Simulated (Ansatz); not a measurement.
`CB(N)[SiH2][SiH3]` and `CB(C)N` differ in one atom or group.

Ansatz, PBE0-D4/def2-TZVP geometries, multiplicity 1. Each molecule was computed in one conformer, which needn't be the lowest.

```csv
property,`CB(N)[SiH2][SiH3]`
LUMO energy (PBE/def2-TZVPP) / eV,-1.28
HOMO–LUMO gap (B3LYP/def2-TZVPP) / eV,6.72
size of the dipole moment (PBE/def2-TZVPP) / D,2.56
size of the dipole moment (ωB97M-V/def2-TZVPP) / D,2.53
HOMO energy (B3LYP/def2-TZVPP) / eV,-7.27
HOMO–LUMO gap (PBE/def2-TZVPP) / eV,5.07
```

(1) Give the same properties after the change, and the shifts. (Estimate.)

Answers

(1) The calculation gave: 
```csv
property,`CB(C)N`,shift
LUMO energy (PBE/def2-TZVPP) / eV,0.09,1.37
HOMO–LUMO gap (B3LYP/def2-TZVPP) / eV,8.33,1.61
size of the dipole moment (PBE/def2-TZVPP) / D,1.30,-1.26
size of the dipole moment (ωB97M-V/def2-TZVPP) / D,1.27,-1.26
HOMO energy (B3LYP/def2-TZVPP) / eV,-7.83,-0.56
HOMO–LUMO gap (PBE/def2-TZVPP) / eV,6.78,1.71
```

With PBE0 the HOMO falls by 0.60 eV and the LUMO rises by 1.23 eV, so the gap widens by about 1.83 eV. PBE moves the HOMO by -0.35 eV and ωB97M-V by -0.97 eV. Dipoles are sizes alone; their direction can turn.

B3LYP here is the variant with VWN-RPA as its local correlation; programs differ in this.
